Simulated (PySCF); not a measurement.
A structure optimised at B3LYP-D3(BJ)/def2-SVP, used in a PySCF frequency run:

```xyz
13

O      0.8392     1.8490     0.5127
C      0.3823     0.7896     0.1674
C      1.1505    -0.5388     0.1126
C      0.1145    -1.5603    -0.2050
C     -1.2699    -0.9785    -0.2439
C     -1.0570     0.5451    -0.2959
H      1.6768    -0.6938     1.0765
H      1.9600    -0.4583    -0.6415
H      0.3182    -2.6286    -0.2960
H     -1.8433    -1.2605     0.6644
H     -1.8650    -1.3595    -1.0923
H     -1.1243     0.9258    -1.3306
H     -1.7583     1.1400     0.3067
```
Charge 0, spin multiplicity 2.

Task: Write its SMILES and formula.

Result: O=C1C[CH]CC1, C5H7O

Task: What are its rotational constants (standard atomic weights)?

Result: 6.7813, 3.4574, 2.4118 GHz
